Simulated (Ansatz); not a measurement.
# Ligand exchange: CuBr + ZnH(NH2) → CuNH2 + ZnHBr

Species: CuBr (copper(i) bromide), singlet; ZnH(NH2), singlet; CuNH2 `[NH2][Cu]`, singlet; ZnHBr `[ZnH][Br]`, singlet. The partners trade Br for NH2: Cu–Br and Zn–NH2 bonds give way to Cu–NH2 and Zn–Br.

Shapes, held fixed at every level: PBE0-D4/def2-TZVP. Programs: Ansatz 0.2.0. Electronic energies: no zero-point or thermal term.

```tsv
level	kind	ΔE (kJ/mol)	CPU time (sum over the molecules)
HF/def2-SVP	Hartree–Fock	+74.7	–
SPW92/def2-TZVPP	LDA	+16.0	9.2 s
B3LYP-D4/def2-TZVPP	global hybrid	+26.0	26 s
BHLYP-D4/def2-TZVPP	global hybrid	+46.3	18 s
PBE0-D4/def2-TZVPP	global hybrid	+31.1	20 s
r2SCAN0-D4/def2-TZVPP	global hybrid	+35.3	34 s
wB97X-V/def2-TZVPP	range-separated hybrid	+38.0	40 s
```

wB97X-V/def2-TZVPP gives ΔE = +38.0 kJ/mol; the levels span +16.0 to +74.7. The median of the levels is +35.3. No measured value is set beside it here. Relativity is left out for Br, Cu, Zn. Times are processor times on shared x86 and Arm servers, and rough.
